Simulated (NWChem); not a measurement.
CH4BClO; SMILES O(C)BCl

```xyz
8

B     -0.5127     0.0594     0.0000
H     -1.7054    -0.1322     0.0000
Cl     0.0919     1.7108     0.0000
O      0.3735    -0.9376     0.0000
C     -0.0023    -2.2939     0.0000
H      0.4150    -2.7841    -0.8923
H      0.4150    -2.7841     0.8923
H     -1.0975    -2.4156     0.0000
```
Atoms are numbered in this order, from 1.

Geometry: optimised at PBE0/def2-SVP.

Symmetry labels are those of Cs in the frame above (b1 and b2, or b-type labels, depend on it).

### Question
List the 6 lowest vertical singlet excitations and the 6 lowest triplet ones from PBE0/6-31+G* (spherical d), full TDDFT (NWChem).

### Answer
```
state  energy (eV)  oscillator strength  symmetry  leading excitation (squared amplitude)
-----  -----------  -------------------  --------  --------------------------------------
S1            6.77                0.004        a"                      HOMO → LUMO (0.97)
S2            7.48                0.001        a"                    HOMO−2 → LUMO (0.96)
S3            7.57                0.190        a'                    HOMO−1 → LUMO (0.95)
S4            8.21                0.026        a"                  HOMO−1 → LUMO+1 (0.90)
S5            8.21                0.025        a'                    HOMO → LUMO+1 (0.77)
S6            8.37                0.061        a'                    HOMO → LUMO+2 (0.76)
T1            6.37       spin-forbidden        a'                    HOMO−1 → LUMO (0.91)
T2            6.38       spin-forbidden        a"                      HOMO → LUMO (0.86)
T3            7.14       spin-forbidden        a"                    HOMO−2 → LUMO (0.86)
T4            7.39       spin-forbidden        a'                    HOMO−3 → LUMO (0.88)
T5            8.06       spin-forbidden        a'                    HOMO → LUMO+1 (0.53)
T6            8.08       spin-forbidden        a"                  HOMO−1 → LUMO+1 (0.87)
```
